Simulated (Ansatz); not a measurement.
Two isomers of C3H10OSi: A = `COC[SiH2]C`, B = `C[SiH2]C(C)O`.

Calculated with Ansatz (gas phase, PBE0-D4/def2-TZVP geometries, no zero-point term in ΔE). CBS: MP2 limit from def2 TZ/QZ plus the TZ coupled-cluster correction, frozen cores. DFT in def2-TZVPP. One conformer a species, not always the lowest.

Question: Which isomer does CCSD(T)/CBS put lower? Give the gap. (Estimate.)

Answer: Computed: B, by 52.2 kJ/mol.

Question: Give E(B) − E(A) in kJ/mol with BLYP-D4, PBE-D4, CCSD(T)/def2-SVP, CCSD(T)/def2-TZVPP, MP2/def2-TZVPP, CCSD/def2-TZVPP, B2PLYP. (Estimate.)

Answer: Ansatz gave: BLYP-D4 -41.7, PBE-D4 -47.0, CCSD(T)/def2-SVP -44.4, CCSD(T)/def2-TZVPP -49.1, MP2/def2-TZVPP -53.6, CCSD/def2-TZVPP -48.5, B2PLYP -46.3. None reverses the order clearly.

Question: Does the order hold for the free energy at 298.15 K (harmonic terms from PBE0-D4)? (An estimate is asked.)

Answer: The calculation gave: Yes: G(B) − G(A) = -49.9 kJ/mol, for one conformer each. Modes under 60 cm⁻¹, often nearly free rotors, make the harmonic entropy too high.

Largest T1 diagnostic: 0.011.

At CCSD(T), def2-SVP lies +7.7 kJ/mol from the extrapolated value and def2-TZVPP +3.1 kJ/mol. In def2-TZVPP, CCSD(T) changes the Hartree–Fock value by −9.1 kJ/mol (the triples alone add −0.6 kJ/mol) and MP2 by −13.7 kJ/mol.
